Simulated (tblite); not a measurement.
aziridine (C₂H₅N), singlet, geometry from GFN2-xTB; IPEA1-xTB in tblite.

The tblite input:
```
$ tblite run mol.xyz --method ipea1 --charge 0 --spin 0 --json tblite.json --no-restart

# file mol.xyz
8

C     -0.04252334    -0.38733500     0.73947652
N     -0.01011255     0.85146718    -0.00126732
C     -0.05037456    -0.38962699    -0.73777732
H      0.89670534     1.30833644    -0.00679566
H     -0.96703575    -0.57186181     1.26898429
H     -0.98045991    -0.57578070    -1.25685328
H      0.84619301    -0.72763722     1.25923727
H      0.83277259    -0.73155502    -1.26589656
```

It wrote (shortened):

```
xTB calculator
 | screened Coulomb repulsion
 | Coulomb electrostatics
 |  * isotropic Klopman-Ohno-Mataga-Nishimoto electrostatics
 |  * onsite third-order electrostatics
 | DFT-D3(BJ) dispersion correction

halogen bonding energy    0.0000000000000E+00 Eh
repulsion energy          1.8635596572907E-01 Eh
dispersion energy        -1.5570220554856E-03 Eh
number of electrons       1.8000000000000E+01 e
integral cutoff           4.0000000000000E+01 bohr

------------------------------------------------------------
  cycle        total energy    energy error   density error
------------------------------------------------------------
      1     -11.28061777038  -1.1465417E+01   5.2202520E-01
      2     -11.38973729017  -1.0911952E-01   3.0288511E-01
      3     -11.37828865974   1.1448630E-02   1.4556745E-01
      4     -11.41190828054  -3.3619621E-02   1.7753201E-02
      5     -11.41235835217  -4.5007163E-04   1.0489686E-03
      6     -11.41235923140  -8.7922168E-07   5.8903344E-04
      7     -11.41236029070  -1.0592995E-06   1.8300817E-04
      8     -11.41236038175  -9.1052311E-08   9.9287311E-06
------------------------------------------------------------

electronic energy        -1.1597159325421E+01 Eh
total energy             -1.1412360381747E+01 Eh

Post processing:
 | Mayer-Wiberg bond orders

[Info] JSON dump of results written to 'tblite.json'
```
